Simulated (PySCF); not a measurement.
Working out the excitation energy of Kr(2+)

Kr(2+) [Ar] 3d10 4s2 4p4 (3P) → Kr(2+) [Ar] 3d10 4s1 4p4 4d1 (high-spin determinant). All numbers are calculated (PySCF 2.14, scalar relativity by spin-free X2C-1e, in aug-cc-pVDZ-DK). Frozen: [Ar] 3d10. Energies in hartree (1 hartree = 27.21139 eV):

```csv
part,Kr(2+) (lower),Kr(2+) (upper)
UHF,-2786.714897,-2785.560350
CCSD correlation,-0.090639,-0.109724
(T),-0.000945,-0.006485
```

What does Hartree-Fock give?

(-2785.560350) − (-2786.714897) = 1.154547 hartree = 31.417 eV.

What do CCSD and CCSD(T) give?

The CCSD correlation energies differ by -0.019085 hartree = -0.519 eV and the triples by -0.005540 hartree = -0.151 eV, so CCSD gives 30.898 eV and CCSD(T) 30.747 eV.

One determinant mixes LS terms, so it does not stand for a single term.

A double-zeta basis recovers only part of the correlation energy.

The coupled-cluster amplitudes are large, so a single reference is strained.
